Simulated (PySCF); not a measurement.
Molecule: SMILES CCO[SiH2]C#N, C3H7NOSi.

Bonds (- single, = double, # triple, : aromatic): C1-C2, C2-O3, O3-Si4, Si4-C5, C5#N6. C1 carries H7, H8, H9; C2 carries H10, H11; Si4 carries H12, H13.

Frames of a GFN2-xTB Langevin trajectory at 300 K; GIAO PBE0/pcSseg-1 shieldings in PySCF 2.14, gas phase, non-relativistic; equivalent atoms averaged within each frame.

Scale: 13C (σ = 186.93 ppm), 29Si (σ = 349.16 ppm), 1H (σ = 31.72 ppm) against TMS; H2O for 17O (σ = 336.08 ppm); 15N (σ = 267.73 ppm) against NH3 (reference shieldings calculated alike). The references are static minima.

How do the shifts (ppm) fluctuate along the trajectory?

Results:


```tsv
time (fs)	C5	C2	C1	O3	Si4	N6	H12/H13	H10/H11	H7/H8/H9
250	125.9	63.0	21.3	47.5	-53.0	367.7	5.42	4.65	1.85
425	127.4	79.2	26.6	56.7	-54.3	363.5	5.21	5.31	2.29
625	124.9	66.4	24.6	43.2	-53.3	359.9	5.49	4.41	2.17
800	119.6	63.1	26.9	23.7	-66.3	352.2	5.12	4.16	1.86
1000	122.9	65.9	19.2	36.2	-47.8	356.4	5.03	4.65	1.50
mean of frames	124.1	67.5	23.7	41.5	-55.0	359.9	5.25	4.64	1.93
standard deviation	3.0	6.7	3.4	12.4	6.8	6.0	0.20	0.43	0.31
```

5 frames give an uncertainty of the mean of about the standard deviation over 2.2 at best, since frames this close in time may not be independent; classical motion lacks zero-point vibration, and the reference would need the same averaging.
